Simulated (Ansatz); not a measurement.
Frontier orbitals of H$_{4}$O$_{5}$W, SMILES `[O]=[W]([OH])([OH])([OH])[OH]`.

Cartesian coordinates in Å:
```
O -1.860 -0.283 -0.814
W -0.274 -0.093 -0.261
O 0.359 1.310 -1.352
O -0.388 1.116 1.240
O 0.016 -1.312 1.198
O 0.800 -1.372 -1.156
H 1.211 1.749 -1.301
H -0.817 1.958 1.058
H -0.231 -0.966 2.060
H 1.184 -2.107 -0.673
```

Total charge 0; spin multiplicity 1. Correlated methods include outer-core shells of W, which these sets cover unevenly. W takes the def2 core potential. The geometry is a stationary point of PBE0-D4/def2-TZVP. It is one conformer, not always the lowest. Basis def2-TZVPP, Ansatz 0.2.0.

Orbital energies of one run (eV). Highest occupied ones, from the top: -10.65, -10.78, -10.94, -11.37, -11.69, -11.84, -12.15, -13.25, -13.33, -13.86, -13.99, -15.60, -16.03, -16.95. Empty: -1.67, 0.14, 0.23, 0.50, 1.34, 1.83.

(1) Which functional gave them?
A. BHLYP
B. LDA (SPW92)
C. HSE06 (plane-wave form)
D. B3LYP

Answers

(1) A. HOMO energies: BHLYP -10.65, HSE06 -8.62, B3LYP -8.77, LDA (SPW92) -7.59 eV.

B3LYP here is the variant with VWN-RPA as its local correlation; programs differ in this.
